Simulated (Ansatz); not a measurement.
Mulliken charges of FH4NOSSn, SMILES `[NH2][Sn]([OH])([F])[SH]` from r2SCAN/def2-TZVPP in Ansatz (PBE0-D4/def2-TZVP geometry).

| atom | x (Å) | y (Å) | z (Å) | charge (e) |
| --- | --- | --- | --- | --- |
| N1 | 1.292 | 1.214 | -0.488 | -0.554 |
| Sn2 | -0.072 | -0.134 | 0.041 | 1.270 |
| O3 | 0.932 | -1.791 | 0.165 | -0.545 |
| F4 | -1.440 | -0.478 | -1.272 | -0.481 |
| S5 | -1.333 | 0.508 | 1.944 | -0.354 |
| H6 | 1.897 | 0.900 | -1.235 | 0.166 |
| H7 | 0.909 | 2.119 | -0.727 | 0.158 |
| H8 | 0.374 | -2.569 | 0.251 | 0.202 |
| H9 | -2.472 | 0.184 | 1.305 | 0.138 |

Problem. By hand: the dipole of these point charges (1 e Å = 4.8032 D).

Solution. Σ q r = (0.042, 0.174, 0.067) e Å, of length 0.191 e Å = 0.92 D.

Problem. How does the dipole of the full density compare? (Estimate.)

Solution. Computed: (-0.013, 0.125, -0.040) e Å, 0.63 D; the point charges give 1.46 times that, at 43° from its direction.

Point charges leave out the atoms' own dipoles, such as those of lone pairs, and Mulliken's split depends on the basis, so the two needn't agree.
